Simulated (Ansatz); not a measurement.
C2H9BOSi can be A, `BCC(O)[SiH3]`, or B, `CCBO[SiH3]`.

Gas-phase electronic energies from Ansatz, PBE0-D4/def2-TZVP geometries. CCSD(T)/CBS is the MP2 limit (def2-TZVPP, def2-QZVPP) plus CCSD(T) − MP2 in def2-TZVPP, frozen cores. DFT in def2-TZVPP. B3LYP here is the variant with VWN-RPA as its local correlation; programs differ in this. Each species was taken in one conformer, which may not be the lowest.

A:

Z-matrix (Å, degrees):
```
C
C 1 1.519
B 1 1.556 2 114.8
H 1 1.096 2 110.9 3 128.4
H 1 1.105 2 109.8 3 -116.4
Si 2 1.899 1 113.4 3 177.6
O 2 1.431 1 105.8 3 -61.4
H 2 1.101 1 108.0 3 56.2
H 3 1.198 1 120.6 2 160.3
H 3 1.198 1 120.4 2 -24.2
H 6 1.490 2 110.8 1 -67.8
H 6 1.491 2 109.2 1 172.6
H 6 1.486 2 109.9 1 53.2
H 7 0.961 2 109.0 1 174.0
```

B:

```xyz
14

C     0.224    2.358   -0.710
C     0.730    1.160    0.086
B    -0.229   -0.074    0.123
O     0.271   -1.318    0.330
Si   -0.456   -2.795    0.476
H     0.894    3.217   -0.626
H    -0.764    2.673   -0.366
H     0.133    2.119   -1.773
H     0.861    1.452    1.140
H     1.729    0.852   -0.244
H    -1.426    0.051    0.005
H    -1.928   -2.667    0.321
H    -0.130   -3.343    1.814
H     0.091   -3.686   -0.576
```

Question: Which is lower in electronic energy at CCSD(T)/CBS, and by how much? (An estimate is asked.)

Answer: Computed: B, by 79.4 kcal/mol.

Question: Give E(B) − E(A) in kcal/mol with HF/def2-TZVPP, ωB97M-V, B3LYP, B3LYP-D4, PBE-D4, CCSD/def2-TZVPP, CCSD(T)/def2-TZVPP. (Best estimate.)

Answer: Computed: HF/def2-TZVPP -84.4, ωB97M-V -78.7, B3LYP -80.7, B3LYP-D4 -79.3, PBE-D4 -75.1, CCSD/def2-TZVPP -80.1, CCSD(T)/def2-TZVPP -79.3. None reverses the order clearly.

Largest T1 diagnostic: 0.011.

The D4 term adds +1.3 kcal/mol with B3LYP and +0.7 kcal/mol with PBE0; it sums over pairs of atoms, weighted by their polarisabilities, and B3LYP, whose exchange is more repulsive, gets the larger term. In def2-TZVPP, CCSD(T) changes the Hartree–Fock value by +5.1 kcal/mol (the triples alone add +0.8 kcal/mol) and MP2 by +3.4 kcal/mol.
